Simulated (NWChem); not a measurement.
System: BNH₃ cation

```xyz
5

B      0.0000     0.0000    -0.7758
N      0.0000     0.0000     0.5444
H      0.0000     0.0000    -1.9486
H      0.0000     0.8564     1.1079
H      0.0000    -0.8564     1.1079
```
Atoms are numbered in this order, from 1.

All runs use the structure optimised with B3LYP/6-31G* (spherical d).

 Unshifted, non-relativistic core excitations; the lowest 4 roots alone, so stronger bands may lie above.

Question: List the first N K-edge excitations from PBE/def2-TZVP, restricted-window TDA (NWChem).

Answer: 
```tsv
state	energy (eV)	dipole oscillator strength	leading excitation (squared amplitude)
S1	378.9	0.0006	1s of atom 2 or its equivalents → LUMO (1.00)
S2	380.8	0.0202	1s of atom 2 or its equivalents → LUMO+1 (1.00)
S3	383.1	0.0000	1s of atom 2 or its equivalents → LUMO+2 (0.99)
S4	385.0	0.0219	1s of atom 2 or its equivalents → LUMO+3 (1.00)
```
